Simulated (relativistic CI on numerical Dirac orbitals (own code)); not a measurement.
## Slater and spin-orbit integrals, Xe XXXII

Calculated at this level of theory: Dirac-Coulomb-Breit CI, separate exchange-only KLI orbitals for each configuration, model QED (radiative potential, 1s self-energy scaled to tabulated hydrogen-like ionisation energies), unscaled Slater integrals (own radial code, finite nucleus).

Slater integrals F^k, G^k are unscaled and averaged over j, outside the closed core [Ne]; ζ comes from projecting the Hamiltonian with its Breit term on Σ l·s of the shell.

- 3s2.3p6.3d5: F^2(3d,3d) = 397210, F^4(3d,3d) = 255980, ζ(3d) = 48645 cm⁻¹; <r>(3d) = 0.2559, <r^2>(3d) = 0.07621 (bohr units).
- 3s2.3p5.3d6: ζ(3p) = 376220, F^2(3d,3d) = 396350, F^4(3d,3d) = 255400, F^2(3p,3d) = 348590, G^1(3p,3d) = 378880, G^3(3p,3d) = 250780, ζ(3d) = 48053 cm⁻¹; <r>(3p) = 0.2849, <r^2>(3p) = 0.0938, <r>(3d) = 0.2564, <r^2>(3d) = 0.07652 (bohr units).
- 3s2.3p4.3d7: F^2(3p,3p) = 347390, ζ(3p) = 375860, F^2(3d,3d) = 395470, F^4(3d,3d) = 254810, F^2(3p,3d) = 348170, G^1(3p,3d) = 378830, G^3(3p,3d) = 250630, ζ(3d) = 47467 cm⁻¹; <r>(3p) = 0.2853, <r^2>(3p) = 0.09402, <r>(3d) = 0.2569, <r^2>(3d) = 0.07682 (bohr units).

Problem. Give the Racah parameters of the d shell in 3s2.3p6.3d5.

Solution. B = F²/49 − 5F⁴/441 = 5204 cm⁻¹ and C = 35F⁴/441 = 20316 cm⁻¹.

Averages of the first 10 configurations, taken without configuration mixing, which lowers the lowest level and can move excited configurations by several eV; other configurations of the list can lie among them:

| Configuration | Parity | States | Average energy above the lowest level (eV) |
| --- | --- | --- | --- |
| 3s2.3p6.3d5 | even | 252 | 43.0 |
| 3s2.3p5.3d6 | odd | 1260 | 289.8 |
| 3s2.3p4.3d7 | even | 1800 | 542.1 |
| 3s.3p6.3d6 | even | 420 | 477.2 |
| 3p6.3d7 | even | 120 | 918.8 |
| 3s.3p5.3d7 | odd | 1440 | 722.8 |
| 3s2.3p6.3d4.4s | even | 420 | 814.3 |
| 3s2.3p6.3d4.4p | odd | 1260 | 882.7 |
| 3s2.3p6.3d4.4d | even | 2100 | 975.0 |
| 3s2.3p5.3d5.4s | odd | 3024 | 1054.6 |
